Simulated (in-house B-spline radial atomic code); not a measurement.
## Ionising Hg²⁺ with different functionals

Computed with an all-electron radial atomic-structure program (B-spline basis): scalar-relativistic (spin-free X2C) Hamiltonian, Fermi nucleus of rms radius 5.4648 fm, spin-polarised at highest spin, spherical fractional occupations for the functionals, and exact exchange of hybrids averaged over the configuration. The ionisation energy is the difference of two self-consistent energies, [Xe] 4f14 5d10 → [Xe] 4f14 5d9, without Breit or QED terms; ε is the level of the shell that loses the electron (its least bound occupied spin orbital). There is no spin-orbit coupling in this Hamiltonian.

```
   method                    rung  ΔSCF (eV)  -ε(5d) (eV)
     PBE0           global hybrid      35.20        30.63
    B3LYP           global hybrid      35.29        30.31
    TPSSh           global hybrid      35.21        29.45
BHandHLYP           global hybrid      34.97        32.41
  r2SCAN0           global hybrid      35.38        30.85
    B97-1           global hybrid      35.17        30.27
    HSE06  range-separated hybrid      35.18        30.20
    wB97X  range-separated hybrid      34.96        33.05
CAM-B3LYP  range-separated hybrid      35.19        32.12
  LC-wPBE  range-separated hybrid      35.01        33.37
```

(1) Among the functionals, which spreads more, the ΔSCF values or the orbital energies?

(2) How do they compare with the NIST value?

Answers

(1) The orbital energies: ΔSCF values span about 0.43 eV and the orbital energies 3.92 eV; here energy differences depend much less on the functional than eigenvalues do.

(2) NIST lists 34.49 eV ± 0.05 (measured, ground level to ground level). Errors run from +0.47 to +0.89 eV; wB97X is closest (+0.47 eV), though others lie within the uncertainty of it, and part of that can be cancellation, since the calculations leave out spin-orbit coupling, Breit-QED terms, multiplet and fine-structure energies.
